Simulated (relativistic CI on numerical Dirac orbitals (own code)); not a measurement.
## Radial parameters of Cd46+

Method of calculation: Dirac-Coulomb-Breit CI, orbitals from a KLI potential per configuration, model QED (radiative potential, 1s self-energy scaled to tabulated hydrogen-like ionisation energies), unscaled Slater integrals (own radial code, finite nucleus).

Slater integrals F^k, G^k are unscaled and averaged over j, outside the closed core (none); ζ comes from projecting the Hamiltonian with its Breit term on Σ l·s of the shell.

- 1s2s: G^0(1s,2s) = 254840 cm⁻¹; <r>(1s) = 0.02999, <r^2>(1s) = 0.001213, <r>(2s) = 0.1209, <r^2>(2s) = 0.01719 (bohr units).
- 1s2p: G^1(1s,2p) = 512560, ζ(2p) = 1.2979e+06 cm⁻¹; <r>(1s) = 0.02999, <r^2>(1s) = 0.001213, <r>(2p) = 0.1033, <r^2>(2p) = 0.01287 (bohr units).
- 1s3s: G^0(1s,3s) = 66663 cm⁻¹; <r>(1s) = 0.02996, <r^2>(1s) = 0.00121, <r>(3s) = 0.2759, <r^2>(3s) = 0.08677 (bohr units).

Averages of the first 10 configurations, taken without configuration mixing, which lowers the lowest level and can move excited configurations by several eV; other configurations of the list can lie among them:

| Configuration | Parity | States | Average energy above the lowest level (eV) |
| --- | --- | --- | --- |
| 1s² | even | 1 | 0.1 |
| 1s2s | even | 4 | 23570.2 |
| 1s2p | odd | 12 | 23781.7 |
| 1s3s | even | 4 | 27985.3 |
| 1s3p | odd | 12 | 28047.1 |
| 1s3d | even | 20 | 28089.2 |
| 1s4s | even | 4 | 29514.7 |
| 1s4p | odd | 12 | 29540.5 |
| 1s4d | even | 20 | 29558.3 |
| 1s4f | odd | 28 | 29564.8 |
